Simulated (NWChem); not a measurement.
Molecule: SiH₂Cl₂; SMILES Cl[SiH2]Cl

All runs: NWChem. Pople sets run with spherical d functions. Geometry: optimised at PBE0/def2-SVP. Vertical excitations in the gas phase; the lowest state need not have the same character in each row.

Problem. Among these, which level gives the highest value of “lowest excitation, singlet (eV)”?
A. LDA (Slater exchange, VWN5)/6-31G*, full TDDFT
B. B3LYP/6-31G*, full TDDFT
C. PBE/6-31G*, full TDDFT
D. CAM-B3LYP/6-31G*, full TDDFT

Solution. D, CAM-B3LYP/6-31G*, full TDDFT. Values: LDA (Slater exchange, VWN5)/6-31G*, full TDDFT 6.71; PBE/6-31G*, full TDDFT 6.87; B3LYP/6-31G*, full TDDFT 7.37; CAM-B3LYP/6-31G*, full TDDFT 7.72
